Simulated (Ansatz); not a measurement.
Reaction (SMILES): [Br][GeH2][Br] + 2 [H][H] (H2) -> 2 Br (HBr) + [GeH4] (GeH4)
Each molecule is optimised on its own at B3LYP-D3(BJ)/def2-TZVP (Ansatz, a first-principles code).

Property: energy of full hydrogenation (electronic energy difference), in kcal/mol. Correlated levels leave the core frozen unless marked. No spin-orbit coupling. Frozen are the shells of the preceding noble gas and the d and f shells that filled before the atom's block. Non-relativistic. CBS(X,Y): correlation extrapolated as X^-3; Hartree-Fock from the larger set. The bracket is a focal-point correction in the basis named.

| level | program | energy of full hydrogenation (kcal/mol) | minus last row |
|---|---|---|---|
| HF/6-31G | Ansatz | 24.8 | -6.4 |
| HF/aug-cc-pVDZ | Ansatz | 19.4 | -11.8 |
| HF/cc-pVTZ | Ansatz | 24.7 | -6.5 |
| HF/cc-pVQZ | Ansatz | 24.7 | -6.5 |
| PBE/def2-TZVPD | Ansatz | 27.3 | -3.9 |
| PBE-D3(BJ)/def2-TZVPD | Ansatz + dftd3 | 28.8 | -2.4 |
| revPBE/def2-TZVPD | Ansatz | 27.4 | -3.8 |
| r2SCAN/def2-TZVPD | Ansatz | 30.0 | -1.2 |
| r2SCAN-D4/def2-TZVPD | Ansatz + dftd4 | 30.4 | -0.8 |
| B97M-V/def2-TZVPD | Ansatz | 24.7 | -6.5 |
| PBE0/6-31G* | Ansatz | 30.7 | -0.5 |
| BHLYP-D4/def2-TZVPD | Ansatz + dftd4 | 29.3 | -1.9 |
| BHLYP/def2-TZVPD | Ansatz | 25.8 | -5.4 |
| LC-wPBE-D3(BJ)/def2-TZVPD | Ansatz + dftd3 | 26.1 | -5.1 |
| MP2/cc-pVDZ | Ansatz | 25.4 | -5.8 |
| MP2/cc-pVQZ | Ansatz | 33.7 | 2.5 |
| RI-MP2/CBS(cc-pVTZ,cc-pVQZ) | Ansatz | 34.8 | 3.6 |
| SCS-MP2/STO-3G | Ansatz | 37.4 | 6.2 |
| CCSD/cc-pVDZ | Ansatz | 20.1 | -11.1 |
| RI-MP2/CBS(aug-cc-pVTZ,aug-cc-pVQZ)+[CCSD(T)-MP2]/aug-cc-pVDZ | Ansatz | 30.7 | -0.5 |
| CCSD(T)/CBS(cc-pVTZ,cc-pVQZ) | Ansatz | 31.2 | 0.0 |
